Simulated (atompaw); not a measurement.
## Rb (Z = 37) PAW (atompaw): all-electron and pseudo phase curves

```json
{"Element": "Rb (Z = 37)", "Generator": "atompaw 4.2.0.5", "Type": "PAW", "Functional": "LDA (PW92)", "Relativity": "scalar-relativistic", "Frozen core": "[Kr]", "Valence charge": "1", "Reference configuration": "4d0 5s0.5 5p0.5", "Partial waves": "5s (bound): rc 3.00 bohr; 5s channel at 0.1 Ry: rc 3.00 bohr; 5p (bound): rc 3.00 bohr; 5p channel at 4.5 Ry: rc 3.00 bohr; 4d (bound, empty): rc 3.00 bohr; 4d channel at 3.6 Ry: rc 3.00 bohr", "Local potential": "troulliermartins scheme with l = 3 at 0 Ry, radius 2.60 bohr", "Core correction": "smooth core density matched at 2.75 bohr", "Augmentation charge": "sinc compensation charge, radius 2.90 bohr; PAW radius 3.00 bohr; waves and projectors: custom polynom vanderbiltortho"}
```

The phase is arctan(r·u′/u) with u = r·R(r), unwrapped; energies in Ry, scanned from -2 to 5 Ry. A pole is an energy at which the radial function vanishes at the test radius. The pseudo phase is shifted by a multiple of π to meet the all-electron one at the reference energy, and phase errors are pseudo minus all-electron; the curves can meet again beyond the range given. Levels narrower than the energy grid can be missing from the lists of poles.

Problem. For each channel, where are the poles, and over which energies does the pseudopotential scatter like the atom?

Solution.

```json
{"channel": "s", "radius (bohr)": "3.02", "reference energy (Ry)": "-0.20", "poles, all-electron": "2.70", "poles, pseudo": "2.65", "unbroken range about the reference energy with phases within 0.05 rad": "below 4.1", "phase error 1 Ry above the reference energy (rad)": "-0.000"}
{"channel": "p", "radius (bohr)": "3.02", "reference energy (Ry)": "-0.08", "poles, all-electron": "-1.03, 3.71", "poles, pseudo": "-1.10, 3.71", "unbroken range about the reference energy with phases within 0.05 rad": "-1.0 to 1.0", "phase error 1 Ry above the reference energy (rad)": "-0.033"}
{"channel": "d", "radius (bohr)": "3.02", "reference energy (Ry)": "-0.03", "poles, all-electron": "0.96", "poles, pseudo": "0.96", "unbroken range about the reference energy with phases within 0.05 rad": "the whole range", "phase error 1 Ry above the reference energy (rad)": "+0.001"}
```

Note: ghost states, extra bound levels that the all-electron valence spectrum of the same l lacks: s at -33.6 eV, p at -17.9 eV. A true bound ghost makes a file unfit for plane-wave use.

Phases in the d channel:

```csv
E (Ry),all-electron,pseudo
-2.00,1.330,1.331
-1.52,1.292,1.292
-1.04,1.225,1.225
-0.56,1.077,1.077
-0.08,0.433,0.433
0.40,-1.194,-1.193
0.88,-1.542,-1.541
1.36,-1.681,-1.681
1.84,-1.807,-1.806
2.32,-2.023,-2.021
2.80,-2.778,-2.774
3.28,-4.086,-4.086
3.76,-4.441,-4.441
4.24,-4.568,-4.568
4.72,-4.636,-4.636
```
